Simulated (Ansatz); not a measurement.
Ansatz (a program for electronic structure) input:

Ansatz 0.2 input:
```yaml
crystal:
  periodic: [false, false, false]
  atoms:
    - {symbol: Zr, position_ang: [0.21365065, -0.00007267, -0.05005740]}
    - {symbol: F, position_ang: [-0.74201059, 1.35210404, -1.03129778]}
    - {symbol: F, position_ang: [-0.20754787, -1.35178106, 1.25377510]}
basis:
  gaussian:
    orbitals: def2-TZVP
hamiltonian:
  xc: {name: wB97X-V}
magnetization: {spin_polarized: true, initial_magnetization: 2}
relax: {f_tol: 0.003, max_steps: 100}
```

Task: Which total energy does the run end on?

Result: -246.81131 Eh (wB97X-V/def2-TZVP). The basis has 102 functions.

The spin state was set by rule; other spins were not relaxed.
